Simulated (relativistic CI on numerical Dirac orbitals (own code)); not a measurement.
**Hf⁶⁵⁺: sensitivity of the levels to the model**

Base calculation: Dirac-Coulomb-Breit CI, KLI orbitals optimised for each configuration, QED by a radiative potential, unscaled Slater integrals.

CI space (outside the closed core 1s2): 2s2 2p3, 2s 2p4, 2p5, 2p4 3s, 2p4 3p, 2s2 2p2 3s, 2p4 3d, 2s2 2p2 3p, 2s2 2p2 3d, 2s 2p3 3s, 2s 2p3 3p, 2s 2p3 3d, 2s2 2p2 4s, 2s2 2p2 4p, 2s2 2p2 4d, 2s2 2p2 4f, 2s2 2p 3s2, 2s 2p3 4s, 2s2 2p 3s 3p, 2s 2p3 4p, 2s 2p3 4d, 2s 2p3 4f, 2s2 2p2 5s, 2s2 2p 3s 3d, 2s2 2p 3p2, 2s2 2p2 5p, 2s2 2p2 5d, 2s2 2p2 5f, 2s2 2p2 5g, 2s2 2p 3p 3d, 2s 2p2 3s2, 2s2 2p 3d2, 2s 2p2 3s 3p, 2s 2p2 3s 3d, 2s 2p2 3p2, 2s 2p2 3p 3d. Levels of other configurations are missing.

Variants: (1) valence Slater integrals scaled by 0.9; (2) configuration mixing switched off. Shifts of the energy above 2s2 2p3 2P°_3/2, in eV, for the lowest level and the first level of each name with at least 55 % of one term (blank where a level changes its place among those of its configuration and J or its character, or is not in the variant):

| Level | Base | Δ(1) | Δ(2) |
| --- | --- | --- | --- |
| 2s2 2p3 2P°_3/2 | 0.00 | 0.00 | 0.00 |
| 2s2 2p3 4S°_3/2 | 1221.65 | +3.60 | -1.33 |
| 2s2 2p3 2D°_5/2 | 1244.88 | +0.37 | -1.30 |
| 2s2 2p3 2P°_1/2 | 1295.24 | -3.28 | +0.94 |
| 2s 2p4 4P_5/2 | 1554.25 | +5.28 | -1.71 |
| 2s 2p4 2S_1/2 | 1657.27 | -3.94 | -1.56 |
| 2s 2p4 4P_3/2 | 2802.85 | +6.51 | -1.91 |
| 2s 2p4 2D_5/2 | 2843.88 | +1.48 | -1.64 |
| 2s 2p4 2P_1/2 | 2906.43 | -3.47 | -1.43 |
| 2p5 2P°_3/2 | 3282.77 | -0.77 | -7.30 |
| 2p5 2P°_1/2 | 4533.75 | +0.03 | -3.56 |
| 2s2 2p2 3s 4P_3/2 | 9565.60 | +3.16 | +1.30 |
| 2s2 2p2 3s 2P_1/2 | 9575.81 | +2.09 | +0.85 |
| 2s2 2p2 3s 2D_5/2 | 9585.35 | +0.39 | +0.92 |

At this charge energies of transitions that change n are usually good to better than 1 %, and those within a shell (Δn = 0) to a few per cent.

Ionisation energy from the two ground configurations alone: base 15676.4 eV. The NIST ASD value (theoretical) is 15680 eV.

LS names give the leading component of a level, which can be under half, so a name can repeat, a term be missing and a line seem to break the LS rules.
